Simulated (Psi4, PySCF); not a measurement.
The PySCF input:
```python
from pyscf import gto, scf, cc

mol = gto.Mole()
mol.atom = '''
    B     0.32270000    0.09790000   -0.47190000
    H    -0.32270000   -0.09790000    0.47190000
'''
mol.basis = '6-31g**'
mol.charge = -1
mol.spin = 1
mol.verbose = 4
mol.build()

mf = scf.UHF(mol)
mf.kernel()

mycc = cc.CCSD(mf, frozen=1)
mycc.kernel()
et = mycc.ccsd_t()
print('E(CCSD(T)) = %.10f' % (mycc.e_tot + et))
```

**Question.** Convert this to an input for Psi4.

**Answer.** This is not unique; one that fits is 
```
memory 2 GB

molecule mol {
-1 2
  B     0.322700    0.097900   -0.471900
  H    -0.322700   -0.097900    0.471900
}

set basis 6-31g**
set reference uhf
set freeze_core true
set mp2_type conv
set scf_type pk
set puream true
set d_convergence 1e-8

energy('ccsd(t)')
print_variables()
```

Both were run: PySCF gave -25.142541 Eh and Psi4 -25.142541 Eh, 0.000 mEh apart.
